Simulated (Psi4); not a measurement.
C4H3S, charge -1, singlet, at a GFN2-xTB geometry (a gas-phase anion, which may not be bound at this level), atoms displaced at random by about 0.03 Å a coordinate; HF/6-31G, gradient (Psi4).

Psi4 was given this input:
```
memory 2 GB

molecule mol {
-1 1
  S     0.020486    0.067956    1.160780
  C    -0.046932    1.390889   -0.025942
  C    -0.003114   -1.257077   -0.048274
  C    -0.011020    0.750893   -1.199530
  C    -0.018165   -0.561331   -1.256476
  H     0.031857   -2.243028    0.304713
  H    -0.040724    1.263666   -2.118888
  H    -0.009336   -1.292452   -2.151821
symmetry c1
no_reorient
no_com
}

set basis 6-31g
set reference rhf

gradient('scf')
print_variables()
```

It wrote (shortened):

```
gradient() will perform analytic gradient computation.

   => Loading Basis Set <=

    Name: 6-31G
    Role: ORBITAL
    Keyword: BASIS

         ---------------------------------------------------------
                                   SCF
               by Justin Turney, Rob Parrish, Andy Simmonett
                          and Daniel G. A. Smith
                              RHF Reference
         ---------------------------------------------------------

  ==> Geometry <==

    Molecular point group: c1
    Full point group: C1

    Geometry (in Angstrom), charge = -1, multiplicity = 1:

       Center              X                  Y                   Z               Mass
    ------------   -----------------  -----------------  -----------------  -----------------
         S            0.020486000000     0.067956000000     1.160780000000    31.972071174400
         C           -0.046932000000     1.390889000000    -0.025942000000    12.000000000000
         C           -0.003114000000    -1.257077000000    -0.048274000000    12.000000000000
         C           -0.011020000000     0.750893000000    -1.199530000000    12.000000000000
         C           -0.018165000000    -0.561331000000    -1.256476000000    12.000000000000
         H            0.031857000000    -2.243028000000     0.304713000000     1.007825032230
         H           -0.040724000000     1.263666000000    -2.118888000000     1.007825032230
         H           -0.009336000000    -1.292452000000    -2.151821000000     1.007825032230

  Running in c1 symmetry.

  Rotational constants: A =      0.27516  B =      0.19016  C =      0.11248 [cm^-1]
  Rotational constants: A =   8249.23242  B =   5700.79847  C =   3371.94669 [MHz]
  Nuclear repulsion =  192.637926528386600

  Charge       = -1
  Multiplicity = 1
  Electrons    = 44
  Nalpha       = 22
  Nbeta        = 22

  ==> Algorithm <==

  SCF Algorithm Type is DF.
  DIIS enabled.
  MOM disabled.
  Fractional occupation disabled.
  Guess Type is SAD.
  Energy threshold   = 1.00e-08
  Density threshold  = 1.00e-08
  Integral threshold = 1.00e-12

  ==> Primary Basis <==

  Basis Set: 6-31G
    Blend: 6-31G
    Number of shells: 33
    Number of basis functions: 55
    Number of Cartesian functions: 55
    Spherical Harmonics?: false
    Max angular momentum: 1

   => Loading Basis Set <=

    Name: (6-31G AUX)
    Role: JKFIT
    Keyword: DF_BASIS_SCF

  ==> Integral Setup <==

  SCF_SUBTYPE=INCORE selected. In-core MEM_DF algorithm will be used.
  Using in-core AOs.

  ==> MemDFJK: Density-Fitted J/K Matrices <==

    J tasked:                   Yes
    K tasked:                   Yes
    wK tasked:                   No
    Algorithm:                 Core
    Schwarz Cutoff:           1E-12
    Mask sparsity (%):       0.6612
    Fitting Condition:        1E-10

   => Auxiliary Basis Set <=

  Basis Set: (6-31G AUX)
    Blend: CC-PVDZ-JKFIT
    Number of shells: 159
    Number of basis functions: 529
    Number of Cartesian functions: 529
    Spherical Harmonics?: false
    Max angular momentum: 3

  Minimum eigenvalue in the overlap matrix is 2.2517266130E-03.
  Reciprocal condition number of the overlap matrix is 4.1476007116E-04.
    Using symmetric orthogonalization.

  ==> Pre-Iterations <==

  SCF Guess: Superposition of Atomic Densities via on-the-fly atomic UHF (no occupation information).

   -------------------------
    Irrep   Nso     Nmo
   -------------------------
     A         55      55
   -------------------------
    Total      55      55
   -------------------------

  ==> Iterations <==

                           Total Energy        Delta E     RMS |[F,P]|

   @DF-RHF iter SAD:  -550.20646727192900   -5.50206e+02   0.00000e+00
   @DF-RHF iter   1:  -550.37614698179652   -1.69680e-01   7.66632e-03 ADIIS/DIIS
   @DF-RHF iter   2:  -550.46715842726269   -9.10114e-02   4.56707e-03 ADIIS/DIIS
   @DF-RHF iter   3:  -550.50374803483987   -3.65896e-02   9.15296e-04 ADIIS/DIIS
   @DF-RHF iter   4:  -550.50600481086349   -2.25678e-03   3.88023e-04 ADIIS/DIIS
   @DF-RHF iter   5:  -550.50646848465692   -4.63674e-04   1.06343e-04 ADIIS/DIIS
   @DF-RHF iter   6:  -550.50653589020442   -6.74055e-05   5.29802e-05 DIIS
   @DF-RHF iter   7:  -550.50655353861146   -1.76484e-05   1.78014e-05 DIIS
   @DF-RHF iter   8:  -550.50655534074235   -1.80213e-06   7.67018e-06 DIIS
   @DF-RHF iter   9:  -550.50655567690103   -3.36159e-07   2.82476e-06 DIIS
   @DF-RHF iter  10:  -550.50655574904749   -7.21465e-08   8.67178e-07 DIIS
   @DF-RHF iter  11:  -550.50655575702206   -7.97456e-09   1.74966e-07 DIIS
   @DF-RHF iter  12:  -550.50655575729229   -2.70234e-10   4.75996e-08 DIIS
   @DF-RHF iter  13:  -550.50655575731116   -1.88720e-11   1.59960e-08 DIIS
   @DF-RHF iter  14:  -550.50655575731219   -1.02318e-12   5.72748e-09 DIIS
  Energy and wave function converged.

  ==> Post-Iterations <==

    Orbital Energies [Eh]
    ---------------------

    Doubly Occupied:

       1A    -91.733520     2A    -11.057396     3A    -11.053764
       4A    -11.007140     5A    -10.988818     6A     -8.755113
       7A     -6.436289     8A     -6.435412     9A     -6.432841
      10A     -0.968873    11A     -0.774385    12A     -0.757688
      13A     -0.555143    14A     -0.516835    15A     -0.459881
      16A     -0.371408    17A     -0.310554    18A     -0.283502
      19A     -0.224356    20A     -0.148698    21A     -0.110915
      22A     -0.094049

    Virtual:

      23A      0.341353    24A      0.409729    25A      0.415605
      26A      0.459732    27A      0.476086    28A      0.480585
      29A      0.506545    30A      0.629384    31A      0.684586
      32A      0.712006    33A      0.750622    34A      0.765380
      35A      0.868026    36A      0.881370    37A      0.950172
      38A      0.975763    39A      1.037526    40A      1.054825
      41A      1.072078    42A      1.086866    43A      1.104887
      44A      1.154384    45A      1.166618    46A      1.288423
      47A      1.292993    48A      1.353862    49A      1.404709
      50A      1.448433    51A      1.492080    52A      1.564692
      53A      1.630699    54A      1.758902    55A      1.871669

    Final Occupation by Irrep:
              A
    DOCC [    22 ]
    NA   [    22 ]
    NB   [    22 ]

  @DF-RHF Final Energy:  -550.50655575731219

   => Energetics <=

    Nuclear Repulsion Energy =            192.6379265283866005
    One-Electron Energy =               -1147.3357990633289774
    Two-Electron Energy =                 404.1913167776301634
    Total Energy =                       -550.5065557573121851

Computation Completed

Properties will be evaluated at   0.000000,   0.000000,   0.000000 [a0]

Properties computed using the SCF density matrix

 Multipole Moments:

 ------------------------------------------------------------------------------------
     Multipole            Electronic (a.u.)      Nuclear  (a.u.)        Total (a.u.)
 ------------------------------------------------------------------------------------

 L = 1.  Multiply by 2.5417464519 to convert [e a0] to [Debye]
 Dipole X            :          0.3638866           -0.3133412            0.0505455
 Dipole Y            :         -3.0494169            1.4281152           -1.6213017
 Dipole Z            :          0.6050294           -1.0863053           -0.4812759
 Magnitude           :                                                    1.6919812

 ------------------------------------------------------------------------------------

         ------------------------------------------------------------
                                   SCF GRAD
                          Rob Parrish, Justin Turney,
                       Andy Simmonett, and Alex Sokolov
         ------------------------------------------------------------

  ==> Geometry <==

    Molecular point group: c1
    Full point group: C1

    Geometry (in Angstrom), charge = -1, multiplicity = 1:

       Center              X                  Y                   Z               Mass
    ------------   -----------------  -----------------  -----------------  -----------------
         S            0.020486000000     0.067956000000     1.160780000000    31.972071174400
         C           -0.046932000000     1.390889000000    -0.025942000000    12.000000000000
         C           -0.003114000000    -1.257077000000    -0.048274000000    12.000000000000
         C           -0.011020000000     0.750893000000    -1.199530000000    12.000000000000
         C           -0.018165000000    -0.561331000000    -1.256476000000    12.000000000000
         H            0.031857000000    -2.243028000000     0.304713000000     1.007825032230
         H           -0.040724000000     1.263666000000    -2.118888000000     1.007825032230
         H           -0.009336000000    -1.292452000000    -2.151821000000     1.007825032230

  Nuclear repulsion =  192.637926528386600

  ==> Basis Set <==

  Basis Set: 6-31G
    Blend: 6-31G
    Number of shells: 33
    Number of basis functions: 55
    Number of Cartesian functions: 55
    Spherical Harmonics?: false
    Max angular momentum: 1

  ==> DFJKGrad: Density-Fitted SCF Gradients <==

    Gradient:                    1
    J tasked:                  Yes
    K tasked:                  Yes
    wK tasked:                  No
    Integrals threads:           1
    Schwarz Cutoff:          1E-12
    Fitting Condition:       1E-10

   => Auxiliary Basis Set <=

  Basis Set: (6-31G AUX)
    Blend: CC-PVDZ-JKFIT
    Number of shells: 159
    Number of basis functions: 529
    Number of Cartesian functions: 529
    Spherical Harmonics?: false
    Max angular momentum: 3

  -Total Gradient:
     Atom            X                  Y                   Z
    ------   -----------------  -----------------  -----------------
       1        0.002909549950     0.016145645947    -0.045155183153
       2       -0.004472587681    -0.049336047271    -0.034887193029
       3       -0.001389699642    -0.057764174749     0.015991518507
       4        0.007098010252    -0.080322461127     0.055060433647
       5       -0.005281841415     0.213851460520     0.005185000231
       6        0.000266422688     0.019376996001     0.009859753192
       7       -0.000261498462    -0.019293906107     0.014314431396
       8        0.001131644310    -0.042657513214    -0.020368760801

  Variable Map:
  ----------------------------------------------------------------------------
  "CURRENT ENERGY"           =>    -550.506555757312
  "CURRENT REFERENCE ENERGY" =>    -550.506555757312
  "DD SOLVATION ENERGY"      =>       0.000000000000
  "HF KINETIC ENERGY"        =>     551.482819321560
  "HF POTENTIAL ENERGY"      =>   -1101.989375078872
  "HF TOTAL ENERGY"          =>    -550.506555757312
  "HF VIRIAL RATIO"          =>       1.998229747999
  "NUCLEAR REPULSION ENERGY" =>     192.637926528387
  "ONE-ELECTRON ENERGY"      =>   -1147.335799063329
  "PCM POLARIZATION ENERGY"  =>       0.000000000000
  "PE ENERGY"                =>       0.000000000000
  "SCF ITERATION ENERGY"     =>    -550.506555757312
  "SCF ITERATIONS"           =>      14.000000000000
  "SCF TOTAL ENERGY"         =>    -550.506555757312
  "TWO-ELECTRON ENERGY"      =>     404.191316777630

  Array Variable Map:
  ----------------------------------------------------------------------------
  "CURRENT DIPOLE"           =>       0.050545482879 ... -0.481275923841 1 by 3
  "CURRENT GRADIENT"         =>       0.002909549950 ... -0.020368760801 8 by 3
  "HF TOTAL GRADIENT"        =>       0.002909549950 ... -0.020368760801 8 by 3
  "SCF DIPOLE"               =>       0.050545482879 ... -0.481275923841 1 by 3
  "SCF TOTAL ENERGIES"       =>    -550.206467271929 ... -550.506555757312 1 by 15
  "SCF TOTAL GRADIENT"       =>       0.002909549950 ... -0.020368760801 8 by 3
```
